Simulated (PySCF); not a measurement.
**How methods differ on the excitation energy of Ag**

Ag [Kr] 4d10 5s1 (2S) → Ag [Kr] 4d9 5s1 5p1 (high-spin determinant), as a difference of total energies. Computed with PySCF 2.14 in ANO-RCC-VTZP (7s6p4d2f1g, 68 functions), with scalar relativity by spin-free X2C-1e. Correlated levels: valence and next inner shell: [Ar] 3d10 frozen. The calculations carry no spin-orbit coupling.

```tsv
method	excitation energy (eV)
UHF	5.870
MP2 (valence and next inner shell)	7.650
SCS-MP2 (valence and next inner shell)	7.506
CCSD (valence and next inner shell)	7.178
CCSD(T) (valence and next inner shell)	7.280
```

Task: How much does correlation contribute at CCSD(T) (valence and next inner shell)?

Result: 7.280 − (5.870) = 1.410 eV, measured against UHF.

A first-order spin-orbit estimate (lowest level to lowest level, LS coupling) adds -0.153 eV.

The basis was made for the ground configuration and has no added diffuse functions, so the excitation energy can come out too high.

The determinant of the upper state mixes LS terms, which raises its energy above the lowest term, most at the Hartree-Fock and MP2 levels.
